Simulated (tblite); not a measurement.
Compound: CF3C(O)CH3, C₃H₃F₃O.
SMILES: `CC(=O)C(F)(F)F`

Method: GFN2-xTB as coded in tblite; computed harmonic values from a numerical Hessian at the method's own geometry, unscaled. Errors from tens to a few hundred cm⁻¹ against measured bands are possible.

Harmonic wavenumbers (cm⁻¹): 32.3, 118.8, 189.7, 211.5, 334.2, 395.0, 442.3, 509.9, 590.6, 591.4, 714.0, 985.5, 990.6, 1054.8, 1076.1, 1116.3, 1187.4, 1358.6, 1426.4, 1427.1, 1822.9, 3011.5, 3024.2, 3066.5.

A = 3670, B = 2455, C = 2004 MHz; mass 112.014 u (most abundant isotopes); point group Cs, symmetry number 1.

Q: What is the zero-point energy?

A: ½Σν̃ = 12839 cm⁻¹ = 153.59 kJ/mol.

Q: What is S at 400 K and 1 bar for an ideal gas of classical rigid rotors and harmonic oscillators?

A: Translation 173.81, rotation 117.80, vibration 102.85: S = 394.5 J/(mol K).

Q: And Cp and H(400 K) − H(0)?

A: Cp = 130.97 J/(mol K), of which vibrations give 97.72 (their classical limit is 24 R = 199.5); H(400 K) − H(0) = 34.07 kJ/mol without the zero-point energy, 20.77 from vibrations.

Q: What must be added to the electronic energy to get the Gibbs energy at 400 K and 1 bar?

A: ZPE + [H(400 K) − H(0)] − T·S = 153.59 + 34.07 − 157.78 = 29.88 kJ/mol.

Q: Which modes carry the vibrational entropy at 400 K?

A: 32.3 cm⁻¹: 26.22; 118.8 cm⁻¹: 15.45; 189.7 cm⁻¹: 11.65; 211.5 cm⁻¹: 10.79; 334.2 cm⁻¹: 7.27; 395.0 cm⁻¹: 6.06 J/(mol K); the other 18 give 25.42 together.

Q: Blend soft modes into free rotors: weight 1/[1 + (100 cm⁻¹/ν̃)⁴] for the oscillator and the rest for a rotor with moment μB/(μ + B), μ = h/(8π²ν), B = 10⁻⁴⁴ kg m². What vibrational entropy results?

A: 93.49 J/(mol K) in place of 102.85, which changes −T·S at 400 K by +3.74 kJ/mol.

Q: How do the functions run with temperature in this model?

A: 
```json
{"T (K)": "50", "S (J/(mol K))": "233.3", "Cp (J/(mol K))": "46.2", "H − H(0) (kJ/mol)": "1.98", "G − H(0) (kJ/mol)": "-9.69", "ln q(vib)": "0.54"}
{"T (K)": "100", "S (J/(mol K))": "269.7", "Cp (J/(mol K))": "60.3", "H − H(0) (kJ/mol)": "4.64", "G − H(0) (kJ/mol)": "-22.32", "ln q(vib)": "1.32"}
{"T (K)": "298.15", "S (J/(mol K))": "359.1", "Cp (J/(mol K))": "110.3", "H − H(0) (kJ/mol)": "21.75", "G − H(0) (kJ/mol)": "-85.30", "ln q(vib)": "4.51"}
{"T (K)": "373.15", "S (J/(mol K))": "385.5", "Cp (J/(mol K))": "125.9", "H − H(0) (kJ/mol)": "30.62", "G − H(0) (kJ/mol)": "-113.24", "ln q(vib)": "5.70"}
{"T (K)": "500", "S (J/(mol K))": "425.5", "Cp (J/(mol K))": "147.4", "H − H(0) (kJ/mol)": "48.02", "G − H(0) (kJ/mol)": "-164.74", "ln q(vib)": "7.66"}
{"T (K)": "750", "S (J/(mol K))": "491.1", "Cp (J/(mol K))": "175.3", "H − H(0) (kJ/mol)": "88.68", "G − H(0) (kJ/mol)": "-279.63", "ln q(vib)": "11.26"}
{"T (K)": "1000", "S (J/(mol K))": "544.0", "Cp (J/(mol K))": "192.0", "H − H(0) (kJ/mol)": "134.74", "G − H(0) (kJ/mol)": "-409.23", "ln q(vib)": "14.48"}
```

q(vib) and H(0) count from the zero-point level.

Hindered rotation and anharmonicity are outside this model.

The values belong to the conformer `[CH3:1][C:2](=[O:3])[C:4]([F:5])([F:6])[F:7]`: C1–C2–C4–F5 59°.
